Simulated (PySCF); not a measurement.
CH7Si2 (SMILES [SiH3][CH][SiH3]), doublet, at a GFN2-xTB geometry; DF-R2SCAN/6-311++G** (PySCF).

Input for PySCF:
```python
from pyscf import gto, scf, dft
import numpy

mol = gto.M(
    atom='''
Si    1.65763983    0.18314501    0.25440143
C     0.06382217   -0.17599833   -0.63345436
Si   -1.68326469   -0.11248097   -0.00006696
H     2.54936727   -0.98178806    0.16588454
H     2.33758802    1.32021749   -0.38281448
H     1.39028229    0.49486312    1.65803440
H     0.16857909   -0.46487978   -1.67319845
H    -2.29097586   -1.44875685   -0.07982525
H    -2.48195771    0.79589703   -0.83494478
H    -1.69706811    0.35114051    1.38690757
''',
    basis='6-311++g**',
    spin=1,
    verbose=4,
)
print('smallest overlap eigenvalue', numpy.linalg.eigvalsh(mol.intor('int1e_ovlp'))[0])

mf = dft.UKS(mol)
mf.xc = 'r2scan'
mf = mf.density_fit(auxbasis='def2-universal-jkfit')
mf = scf.addons.remove_linear_dep_(mf, threshold=1e-3, lindep=1e-3)
mf.kernel()
mf.analyze()
```

What the program printed (banner, timings and long lists left out):

```
PySCF version 2.14.0

[INPUT] verbose = 4
[INPUT] num. atoms = 10
[INPUT] num. electrons = 41
[INPUT] charge = 0
[INPUT] spin (= nelec alpha-beta = 2S) = 1
[INPUT] symmetry False subgroup None
[INPUT] Mole.unit = angstrom
[INPUT] Symbol           X                Y                Z      unit          X                Y                Z       unit  Magmom
[...]
nuclear repulsion = 139.133914510041
number of shells = 73
number of NR pGTOs = 196
number of NR cGTOs = 131
basis = 6-311++g**
ecp = {}
input.py:26: DeprecationWarning: remove_linear_dep_ is deprecated and will be removed in a future release. Linear dependency handling is now built into the SCF procedure by default. Linear dependency removal can be controlled using the following settings:
  pyscf.scf.hf.remove_overlap_zero_eigenvalue = True
  pyscf.scf.hf.overlap_zero_eigenvalue_threshold = 1e-6

  mf = scf.addons.remove_linear_dep_(mf, threshold=1e-3, lindep=1e-3)
smallest overlap eigenvalue 0.00010521614763438114
Applying remove_linear_dep_ on SCF object.
Using canonical orthogonalization with threshold 0.001

******** <class 'pyscf.df.df_jk.DFUKS'> ********
method = DFUKS
initial guess = minao
damping factor = 0
level_shift factor = 0
DIIS = <class 'pyscf.scf.diis.CDIIS'>
diis_start_cycle = 1
diis_space = 8
diis_damp = 0
SCF conv_tol = 1e-09
SCF conv_tol_grad = None
SCF max_cycles = 50
direct_scf = False
number electrons alpha = 21  beta = 20
XC library pyscf.dft.libxc version 7.1.2
    S. Lehtola, C. Steigemann, M. J. T. Oliveira, and M. A. L. Marques,  SoftwareX 7, 1–5 (2018)
XC functionals = r2scan
    J. W. Furness, A. D. Kaplan, J. Ning, J. P. Perdew, and J. Sun,  J. Phys. Chem. Lett. 11, 8208–8215 (2020)
    J. W. Furness, A. D. Kaplan, J. Ning, J. P. Perdew, and J. Sun,  J. Phys. Chem. Lett. 11, 9248–9248 (2020)
    J. W. Furness, A. D. Kaplan, J. Ning, J. P. Perdew, and J. Sun,  J. Phys. Chem. Lett. 11, 8208–8215 (2020)
    J. W. Furness, A. D. Kaplan, J. Ning, J. P. Perdew, and J. Sun,  J. Phys. Chem. Lett. 11, 9248–9248 (2020)
radial grids:
    Treutler-Ahlrichs [JCP 102, 346 (1995); DOI:10.1063/1.469408] (M4) radial grids

becke partition: Becke, JCP 88, 2547 (1988); DOI:10.1063/1.454033
pruning grids: <function nwchem_prune>
grids dens level: 3
symmetrized grids: False
atomic radii adjust function: <function treutler_atomic_radii_adjust>
small_rho_cutoff = 0
Set gradient conv threshold to 3.16228e-05
tot grids = 121136
init E= -620.939762543368

[...]
SCF not converged.
Total Energy =                        -621.173723355751235
[...]
spin_pop of  5 H 1s        0.00065
spin_pop of  5 H 2s        0.00001
spin_pop of  5 H 3s        0.00001
spin_pop of  5 H 4s       -0.00000
spin_pop of  5 H 2px      -0.00000
spin_pop of  5 H 2py       0.00003
spin_pop of  5 H 2pz       0.00003
spin_pop of  6 H 1s       -0.02630
spin_pop of  6 H 2s       -0.00032
spin_pop of  6 H 3s        0.00016
spin_pop of  6 H 4s        0.00001
spin_pop of  6 H 2px      -0.00004
spin_pop of  6 H 2py       0.00043
spin_pop of  6 H 2pz      -0.00013
spin_pop of  7 H 1s        0.04415
spin_pop of  7 H 2s        0.00015
spin_pop of  7 H 3s        0.00045
spin_pop of  7 H 4s        0.00009
spin_pop of  7 H 2px      -0.00003
spin_pop of  7 H 2py       0.00036
spin_pop of  7 H 2pz       0.00004
spin_pop of  8 H 1s        0.03919
spin_pop of  8 H 2s        0.00013
spin_pop of  8 H 3s        0.00039
spin_pop of  8 H 4s        0.00008
spin_pop of  8 H 2px      -0.00003
spin_pop of  8 H 2py       0.00011
spin_pop of  8 H 2pz       0.00026
spin_pop of  9 H 1s        0.00065
spin_pop of  9 H 2s        0.00001
spin_pop of  9 H 3s        0.00001
spin_pop of  9 H 4s       -0.00000
spin_pop of  9 H 2px       0.00000
spin_pop of  9 H 2py       0.00002
spin_pop of  9 H 2pz       0.00004
 ** Mulliken Spin Density (per atom)  **
spin density of  0 Si =     -0.05144
spin density of  1 C =      0.95700
spin density of  2 Si =     -0.05148
spin density of  3 H =      0.04014
spin density of  4 H =      0.04520
spin density of  5 H =      0.00072
spin density of  6 H =     -0.02620
spin density of  7 H =      0.04520
spin density of  8 H =      0.04013
spin density of  9 H =      0.00073
 ** Mulliken pop alpha/beta on meta-lowdin orthogonal AOs **
 ** Mulliken pop       alpha | beta **
In total            21.00000 | 20.00000
 ** Mulliken atomic charges   ( Nelec_alpha | Nelec_beta ) **
charge of  0Si =      0.46742  (     6.74057      6.79201 )
charge of  1C =     -0.54902  (     3.75301      2.79601 )
charge of  2Si =      0.46741  (     6.74055      6.79203 )
charge of  3H =     -0.08600  (     0.56307      0.52293 )
charge of  4H =     -0.08552  (     0.56536      0.52016 )
charge of  5H =     -0.09108  (     0.54590      0.54518 )
charge of  6H =      0.13941  (     0.41720      0.44340 )
charge of  7H =     -0.08554  (     0.56537      0.52017 )
charge of  8H =     -0.08599  (     0.56306      0.52293 )
charge of  9H =     -0.09108  (     0.54590      0.54518 )
Dipole moment(X, Y, Z, Debye):  0.04156, -0.11412, -0.41154
```

Convergence was not reached.
